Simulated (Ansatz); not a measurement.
```yaml
crystal:
  periodic: [false, false, false]
  atoms:
    - {symbol: O, position_ang: [-2.213081, -1.575763, 3.161475]}
    - {symbol: Zn, position_ang: [-1.276795, -0.890106, 1.804639]}
    - {symbol: O, position_ang: [-1.589892, 0.572800, 0.576533]}
    - {symbol: C, position_ang: [-0.799041, 0.921026, -0.337449]}
    - {symbol: C, position_ang: [-1.315346, 2.116738, -1.155089]}
    - {symbol: F, position_ang: [-2.476831, 1.805883, -1.724447]}
    - {symbol: F, position_ang: [-0.466739, 2.478954, -2.116182]}
    - {symbol: F, position_ang: [-1.505319, 3.162504, -0.355276]}
    - {symbol: C, position_ang: [0.428169, 0.365093, -0.666252]}
    - {symbol: C, position_ang: [0.961344, -0.721479, 0.026862]}
    - {symbol: C, position_ang: [2.333335, -1.233184, -0.458493]}
    - {symbol: F, position_ang: [2.246578, -1.638958, -1.728291]}
    - {symbol: F, position_ang: [2.765275, -2.241314, 0.276065]}
    - {symbol: F, position_ang: [3.236231, -0.250364, -0.404553]}
    - {symbol: O, position_ang: [0.465183, -1.338268, 0.995125]}
    - {symbol: H, position_ang: [-1.784453, -2.318366, 3.590705]}
    - {symbol: H, position_ang: [0.991401, 0.784804, -1.485382]}
basis:
  gaussian: {orbitals: def2-SVPD, nuclear_model: gaussian}
total_charge: -1
magnetization: {spin_polarized: true, initial_magnetization: 2}
hamiltonian: {xc: {name: wB97X-V}}
accuracy: high
output: {forces: true}
```

```sh
$ ansatz run in.yaml --threads 11 --pin off --events-out ev --progress --plain --max-ram 110592MiB --backend cuda --devices 0, --max-vram 75GiB
```

Shortened log:

```
Error: a molecule whose nuclei and cores have a total charge of 140 cannot have a net charge of -1 together with 2 unpaired electrons
```

Problem. Something in this input is off. What?

Solution. The number of unpaired electrons doesn't fit the electron count. The program refused the input.
